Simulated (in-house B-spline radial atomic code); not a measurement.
A run on an ion of nuclear charge 19 with 19.8 electrons that did not converge. Method: scalar-relativistic (X2C) SCAN, spin-polarised, spherical fractional occupations, Fermi nucleus of rms radius 3.4349 fm; computed with an all-electron radial atomic-structure program (B-spline basis).

Command:
```bash
python run_scf.py task.json out
```
Settings (nuclear radius in fm, mass in u):
```
Z                19
configuration    [Ar] 4s1.8
hamiltonian      x2c
method           scan,scan
spin_polarised   True
nucleus          fermi
rms_radius       3.4349
atomic_mass      38.96371
speed_of_light   137.035999084
```

First and last ten iterations of the last attempt (damped for 15 steps, keeping 80 % of the old Fock matrix, then DIIS):
```
 iter        energy (Eh)    residual
    1        -602.298857    3.07e-02
    2        -602.240197    3.90e-02
    3        -602.299533    3.53e-03
    4        -602.300155    3.20e-03
    5        -602.300522    2.90e-03
    6        -602.300780    2.65e-03
    7        -602.300973    2.42e-03
    8        -602.301123    2.23e-03
    9        -602.301243    2.09e-03
   10        -602.301339    1.92e-03
  111        -445.109008    3.87e+00
  112        -445.072406    3.86e+00
  113        -445.068266    3.86e+00
  114        -444.812544    3.83e+00
  115        -444.794022    3.83e+00
  116        -314.640885    3.85e+00
  117        -379.600907    3.86e+00
  118        -571.616504    1.52e-01
  119        -596.945483    1.09e-01
  120        -601.123924    2.31e-01
 not converged after 120 iterations
```

The smallest residual met was 4.4e-04; the threshold is about 2e-07. No energy from this run should be used. The likely cause: this method binds the added charge weakly or not at all at the basis-set limit, so charge moves back and forth between the atom and the box. Cost of the run: 1.5 s on 1 thread of Intel(R) Xeon(R) 6975P-C, with other jobs on the host.
